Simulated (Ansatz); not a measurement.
Consider the redistribution: `[OH][Ga]([Cl])[O][SiH3]` + `[NH2][Al]([SH])[Cl]` → `[OH][Ga]([SH])[O][SiH3]` + `[NH2][Al]([Cl])[Cl]`.

Gas-phase electronic energies from Ansatz, PBE0-D4/def2-TZVP geometries. CCSD(T)/CBS adds triple-zeta CCSD(T) − MP2 to the extrapolated MP2 energy (def2 sets, frozen cores). Functionals use def2-TZVPP. B3LYP here is the variant with VWN-RPA as its local correlation; programs differ in this. For Ga outer-core shells are correlated without core-valence functions, which leaves a few kJ/mol of doubt a bond. Scalar relativity is left out up to krypton. Each species was taken in one conformer, which may not be the lowest.

`[OH][Ga]([Cl])[O][SiH3]`:

Z-matrix (Å, degrees):
```
Si
O 1 1.640
H 1 1.488 2 110.9
H 1 1.484 2 107.9 3 119.7
H 1 1.488 2 110.8 3 -120.7
Ga 2 1.765 1 137.4 3 56.8
Cl 6 2.114 2 120.5 1 -0.4
O 6 1.764 2 119.6 1 179.6
H 8 0.961 6 112.5 2 -0.0
```

`[NH2][Al]([SH])[Cl]`:

```xyz
7

N     1.212    0.016    0.188
Al   -0.361   -0.011   -0.587
S    -2.236   -0.019    0.511
Cl   -0.462   -0.038   -2.674
H     1.381    0.031    1.179
H     2.081    0.019   -0.321
H    -1.615    0.001    1.704
```

`[OH][Ga]([SH])[O][SiH3]`:

```xyz
10

O     1.588    1.102   -1.394
Ga    1.172    0.622    0.263
S     2.478    1.111    1.928
O    -0.335   -0.272    0.572
Si   -1.578   -0.843   -0.318
H     0.935    0.830   -2.044
H     1.649    0.515    2.802
H    -1.672   -2.319   -0.176
H    -1.385   -0.521   -1.764
H    -2.853   -0.226    0.131
```

`[NH2][Al]([Cl])[Cl]`:

```xyz
6

N    -0.075    0.630   -0.814
Al    0.052   -0.437    0.564
Cl    1.737   -1.636    0.802
Cl   -1.481   -0.510    1.971
H     0.625    0.717   -1.531
H    -0.858    1.236   -0.993
```

**Question.** Is it downhill or uphill in electronic energy at CCSD(T)/CBS, and by how much? (Best estimate.)

**Answer.** Ansatz gave: Downhill: ΔE = -6.9 kcal/mol.

**Question.** What do these levels give: PBE0-D4, B3LYP-D4, PBE, HF/def2-TZVPP, SCS-MP2/def2-TZVPP, SCS-MP2/def2-QZVPP? (Estimate.)

**Answer.** Ansatz gave: PBE0-D4 -6.3, B3LYP-D4 -6.7, PBE -6.5, HF/def2-TZVPP -5.4, SCS-MP2/def2-TZVPP -6.2, SCS-MP2/def2-QZVPP -6.5 kcal/mol.

Largest T1 diagnostic among the species: 0.014.

In def2-TZVPP, CCSD(T) changes the Hartree–Fock value by −0.8 kcal/mol (the triples alone add −0.1 kcal/mol) and MP2 by −1.0 kcal/mol.
